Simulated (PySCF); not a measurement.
Compound: C₈H₉F₃O.
SMILES with atom numbers: `[O:1]=[C:2]([C@H:3]1[C@@H:4]2[CH2:5][CH2:6][CH2:7][C@H:8]12)[C:9]([F:10])([F:11])[F:12]` (hydrogens: H13 on C3; H14 on C4; H15, H16 on C5; H17, H18 on C6; H19, H20 on C7; H21 on C8)

Method used: PySCF 2.14.0, PBE0-D3(BJ)/def2-SVP geometry optimisation, gas phase.

(1) Give the optimised bond lengths and angles.

Answers

(1) 
| bond | length (Å) | order |
| --- | --- | --- |
| O1=C2 | 1.204 | double |
| C2–C3 | 1.472 | single |
| C3–C4, C3–C8 | 1.521 | single |
| C4–C5, C7–C8 | 1.513 | single |
| C5–C6, C6–C7 | 1.537 | single |
| C2–C9 | 1.543 | single |
| C9–F10, C9–F12 | 1.337 | single |
| C9–F11 | 1.319 | single |
| C4–C8 | 1.485 | single |
| C3–H13 | 1.093 | single |
| C4–H14, C8–H21 | 1.093 | single |
| C5–H15, C7–H20 | 1.103 | single |
| C5–H16, C7–H19 | 1.101 | single |
| C6–H17 | 1.101 | single |
| C6–H18 | 1.100 | single |

Bonds in one row agree within 0.01 Å and their mean is given. Orders are formal, as drawn. A selection of angles:
| angle | degrees |
| --- | --- |
| O1–C2–C3 | 125.1 |
| O1–C2–C9 | 119.7 |
| C3–C2–C9 | 115.2 |
| C2–C3–C4 | 115.6 |
| C2–C3–H13 | 116.4 |
| C4–C3–C8 | 58.4 |
| C4–C3–H13 | 118.8 |
| C3–C4–C5 | 116.5 |
| C3–C4–C8 | 60.7 |
| C3–C4–H14 | 115.5 |
| C5–C4–C8 | 108.6 |
| C5–C4–H14 | 120.8 |
| C8–C4–H14 | 120.4 |
| C4–C5–C6 | 104.5 |
| C4–C5–H15 | 108.1 |
| C4–C5–H16 | 113.5 |
| C6–C5–H15 | 110.8 |
| C6–C5–H16 | 112.8 |
| H15–C5–H16 | 107.1 |
| C5–C6–C7 | 105.3 |
| C5–C6–H17 | 110.0 |
| C5–C6–H18 | 112.6 |
| H17–C6–H18 | 106.2 |
| C4–C8–C7 | 108.4 |
| C2–C9–F10 | 109.9 |
| C2–C9–F11 | 111.8 |
| F10–C9–F11 | 108.7 |
| F10–C9–F12 | 107.6 |

Dihedral angles: O1–C2–C3–C4 -34° (synclinal); C2–C3–C4–C5 -157° (antiperiplanar); C3–C4–C5–C6 -48° (synclinal); C4–C5–C6–C7 -28° (synperiplanar); C5–C6–C7–C8 28° (synperiplanar); C6–C7–C8–C3 48° (synclinal); O1–C2–C9–F10 121° (anticlinal); C2–C3–C8–C7 157° (antiperiplanar); C3–C4–C8–C7 111° (anticlinal).

Of the pairs four or more bonds apart, C6···H13 is among the closest relative to their van der Waals radii: 2.67 Å, 92 % of the sum of Bondi's values. The 3-membered ring C3–C4–C8 has internal angles of 58.4° to 60.8°. The 9 C–C bonds span 1.472 Å (C2–C3, drawn single) to 1.543 Å (C2–C9, drawn single), a spread of 0.071 Å. The 5-membered ring C4–C5–C6–C7–C8 has internal angles of 104.5° to 108.6° (sum 531°, against 540° for a flat polygon); it is puckered, 0.13 Å rms from its mean plane, widest ring torsion 28°.

PBE0-D3(BJ)/def2-SVP frequencies: not computed here. One conformer, not necessarily the lowest.
